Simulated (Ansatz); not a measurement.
Compare A (`N=C1OC1([SiH3])Cl`) with its isomer B (`C[SiH](Cl)N=C=O`).

Calculated with Ansatz (gas phase, PBE0-D4/def2-TZVP geometries, no zero-point term in ΔE). CCSD(T)/CBS is the MP2 limit (def2-TZVPP, def2-QZVPP) plus CCSD(T) − MP2 in def2-TZVPP, frozen cores. DFT in def2-TZVPP. B3LYP here is the variant with VWN-RPA as its local correlation; programs differ in this. One conformer a species, not always the lowest.

Question: Which is lower in electronic energy at CCSD(T)/CBS, and by how much? (Estimate.)

Answer: Ansatz gave: B, by 509.6 kJ/mol.

Question: Give E(B) − E(A) in kJ/mol with PBE0-D4, CCSD/def2-TZVPP, LDA (SPW92), r2SCAN-D4, HF/def2-TZVPP, CCSD(T)/def2-SVP, B3LYP. (Estimate.)

Answer: The calculation gave: PBE0-D4 -501.8, CCSD/def2-TZVPP -513.3, LDA (SPW92) -472.8, r2SCAN-D4 -512.8, HF/def2-TZVPP -563.9, CCSD(T)/def2-SVP -491.2, B3LYP -516.6. None reverses the order clearly.

Question: Does the order hold for the free energy at 298.15 K (harmonic terms from PBE0-D4)? (Estimate.)

Answer: The calculation gave: Yes: G(B) − G(A) = -502.1 kJ/mol, for one conformer each. Modes under 60 cm⁻¹, often nearly free rotors, make the harmonic entropy too high.

Largest T1 diagnostic: 0.015.

From r2SCAN to r2SCAN0 (25 % exact exchange), in def2-TZVPP and without D4, E(B) − E(A) moves by −10.4 kJ/mol. In def2-TZVPP, CCSD(T) changes the Hartree–Fock value by +58.5 kJ/mol (the triples alone add +7.9 kJ/mol) and MP2 by +40.3 kJ/mol.
